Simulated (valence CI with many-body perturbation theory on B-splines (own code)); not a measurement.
## In44+: calculated level list

Level of theory: configuration interaction combined with many-body perturbation theory (CI+MBPT): three valence electrons over a frozen Dirac-Fock core [He], radial functions for each j: 11 s, 11 p, 10 d, 8 f, 5 g, 2 h, with the one-electron correlation potential Σ1 (screened to all orders), the two-electron term Σ2, the three-electron term Σ3, Breit, model QED; selected single and double excitations, second order for the rest, scaled by the run's own slope (own B-spline code, finite nucleus).

No measured spectrum was set against this ion. As an estimate, large intervals hold to a few tenths of a per cent, small ones and those within an open d or f shell to about a per cent.

Levels 136 to 180 of 196, with energies above the lowest level, (2s^2 2p1/2) J=1/2. "Leading %" is the weight of the configuration and term that name the level; weights of strongly mixed levels are sums over their largest components and can fall short. In the jj column 3d3/2^4 stands for four electrons in 3d with j = 3/2.

```
No.  Configuration  Term    J  E (× 10³ cm⁻¹)  Leading %   Second component      g              Leading jj
136       2s 2p 4s   2P°  1/2           46375         85  15 % 2s 2p 4s 4P°  0.946      2s 2p1/2 4s (98 %)
137       2s 2p 4p    4D  3/2           46482         49   25 % 2s 2p 4p 2D  1.146   2s 2p1/2 4p1/2 (97 %)
138       2s 2p 4p    4P  1/2           46535         48   20 % 2s 2p 4p 2S  1.890   2s 2p1/2 4p1/2 (98 %)
139       2s 2p 4p    4P  3/2           46582         30   26 % 2s 2p 4p 2D  1.375   2s 2p1/2 4p3/2 (99 %)
140       2s 2p 4d   4F°  3/2           46685         61  14 % 2s 2p 4d 2D°  0.668  2s 2p1/2 4d3/2 (100 %)
141       2s 2p 4p    4D  5/2           46737         47   33 % 2s 2p 4p 2D  1.349   2s 2p1/2 4p3/2 (98 %)
142       2s 2p 4p    2P  1/2           46737         48   17 % 2s 2p 4p 4P  1.259   2s 2p1/2 4p3/2 (97 %)
143       2s 2p 4p    2D  3/2           46745         44   20 % 2s 2p 4p 4S  1.286   2s 2p1/2 4p3/2 (98 %)
144       2s 2p 4d   4F°  5/2           46767         32  30 % 2s 2p 4d 4D°  1.223   2s 2p1/2 4d5/2 (96 %)
145       2s 2p 4f    4G  5/2           46829         45   19 % 2s 2p 4f 4F  0.840  2s 2p1/2 4f5/2 (100 %)
146       2s 2p 4d   4F°  5/2           46836         32  25 % 2s 2p 4d 2D°  1.091   2s 2p1/2 4d3/2 (91 %)
147       2s 2p 4f    4F  7/2           46862         26   24 % 2s 2p 4f 4D  1.146  2s 2p1/2 4f7/2 (100 %)
148       2s 2p 4d   4D°  3/2           46862         25  19 % 2s 2p 4d 4P°  1.132   2s 2p1/2 4d3/2 (94 %)
149       2s 2p 4d   4D°  1/2           46869         60  33 % 2s 2p 4d 2P°  0.404   2s 2p1/2 4d3/2 (98 %)
150       2s 2p 4d   4F°  7/2           46919         41  33 % 2s 2p 4d 2F°  1.249   2s 2p1/2 4d5/2 (98 %)
151       2s 2p 4d   2D°  3/2           46942         41  37 % 2s 2p 4d 2P°  1.065   2s 2p1/2 4d5/2 (93 %)
152       2s 2p 4d   2F°  5/2           46942         48  23 % 2s 2p 4d 4P°  1.126   2s 2p1/2 4d5/2 (95 %)
153       2s 2p 4f    4G  7/2           46985         37   30 % 2s 2p 4f 2G  1.011   2s 2p1/2 4f5/2 (98 %)
154       2s 2p 4f    4F  3/2           46987         53   34 % 2s 2p 4f 2D  0.641   2s 2p1/2 4f5/2 (98 %)
155       2s 2p 4f    4G  5/2           46990         32   19 % 2s 2p 4f 2F  0.943   2s 2p1/2 4f5/2 (97 %)
156       2s 2p 4f    4G  9/2           47016         36   34 % 2s 2p 4f 2G  1.193   2s 2p1/2 4f7/2 (98 %)
157       2s 2p 4f    2D  5/2           47022         36   32 % 2s 2p 4f 2F  1.052   2s 2p1/2 4f7/2 (96 %)
158       2s 2p 4f    2G  7/2           47024         35   33 % 2s 2p 4f 4D  1.139   2s 2p1/2 4f7/2 (98 %)
159         2p2 4s    4P  1/2           47613         49     26 % 2p2 4s 2S  2.010       2p1/2^2 4s (97 %)
160         2p2 4p   2P°  1/2           47745         42    41 % 2p2 4p 4D°  0.661    2p1/2^2 4p1/2 (97 %)
161         2p2 4p   2P°  3/2           47998         30    21 % 2p2 4p 4D°  1.333    2p1/2^2 4p3/2 (97 %)
162         2p2 4d    2D  3/2           48093         38     35 % 2p2 4d 4F  0.792    2p1/2^2 4d3/2 (98 %)
163       2s 2p 4s   4P°  5/2           48099        100                     1.587     2s 2p3/2 4s (100 %)
164       2s 2p 4s   2P°  3/2           48143         82  18 % 2s 2p 4s 4P°  1.385     2s 2p3/2 4s (100 %)
165         2p2 4d    2D  5/2           48184         31     19 % 2p2 4d 4D  1.199    2p1/2^2 4d5/2 (97 %)
166         2p2 4f   2F°  5/2           48227         37    31 % 2p2 4f 4G°  0.853    2p1/2^2 4f5/2 (98 %)
167         2p2 4f   2F°  7/2           48262         33    18 % 2p2 4f 2G°  1.140    2p1/2^2 4f7/2 (98 %)
168       2s 2p 4p    4P  3/2           48273         45   26 % 2s 2p 4p 4S  1.638  2s 2p3/2 4p1/2 (100 %)
169       2s 2p 4p    2D  5/2           48282         40   38 % 2s 2p 4p 4D  1.339   2s 2p3/2 4p1/2 (99 %)
170       2s 2p 4p    4D  7/2           48477        100                     1.418  2s 2p3/2 4p3/2 (100 %)
171       2s 2p 4p    2P  3/2           48494         54   30 % 2s 2p 4p 4S  1.476  2s 2p3/2 4p3/2 (100 %)
172       2s 2p 4p    4P  5/2           48522         53   45 % 2s 2p 4p 2D  1.403   2s 2p3/2 4p3/2 (99 %)
173       2s 2p 4p    2S  1/2           48538         52   30 % 2s 2p 4p 2P  1.576   2s 2p3/2 4p3/2 (99 %)
174       2s 2p 4s   2P°  1/2           48577         92   7 % 2s 2p 4s 4P°  0.798      2s 2p3/2 4s (97 %)
175       2s 2p 4s   2P°  3/2           48584         83  16 % 2s 2p 4s 4P°  1.389      2s 2p3/2 4s (97 %)
176       2s 2p 4d   4D°  5/2           48616         46  21 % 2s 2p 4d 4F°  1.246   2s 2p3/2 4d3/2 (99 %)
177       2s 2p 4d   4P°  3/2           48625         45  41 % 2s 2p 4d 4D°  1.381   2s 2p3/2 4d3/2 (99 %)
178       2s 2p 4d   4F°  7/2           48626         49  31 % 2s 2p 4d 4D°  1.268   2s 2p3/2 4d3/2 (83 %)
179       2s 2p 4d   4P°  1/2           48630         85  13 % 2s 2p 4d 4D°  2.261   2s 2p3/2 4d3/2 (99 %)
180       2s 2p 4d   4F°  9/2           48653        100                     1.325  2s 2p3/2 4d5/2 (100 %)
```
